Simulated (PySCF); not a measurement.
**Relaxation of singlet GeSCl2**

These are results of PBE0 in PySCF with Ge def2-TZVP, S def2-TZVP, Cl def2-TZVP; no relativity; density-fitted integrals, not measurements. A (50,194) grid was used.

A hand-made T-shaped (ligand arrangement 1) start, of Cs symmetry, held to at least that symmetry:

```xyz
4
charge 0 multiplicity 1, angstrom
Ge   -0.0647    0.0000   -0.4658
S    -2.1135    0.0000   -0.3943
Cl   -0.0647    0.0000    1.7342
Cl    2.1340    0.0000   -0.3890
```

Question: What forces act on the atoms at the start (eV/Å)?

Answer: 
```json
{"atom": "Ge1", "Fx": "0.40", "Fy": "0.00", "Fz": "3.14"}
{"atom": "S2", "Fx": "-0.40", "Fy": "0.00", "Fz": "-2.37"}
{"atom": "Cl3", "Fx": "0.88", "Fy": "0.00", "Fz": "0.60"}
{"atom": "Cl4", "Fx": "-0.88", "Fy": "0.00", "Fz": "-1.37"}
```

Question: What does it relax to?

Answer: It ends at C2v with Ge–Cl 2.118 Å (×2), Ge–S 2.009 Å; Cl–Ge–Cl 104.9°, Cl–Ge–S 127.5° (×2) (after a last refinement on a finer grid). The frequency run here used a shortcut that can spoil soft modes, so no verdict on minimum or saddle point is given. Other isomers or separated fragments may lie lower.

Question: How much energy is released, and in how many steps?

Answer: 190.5 kJ/mol in 8 steps.
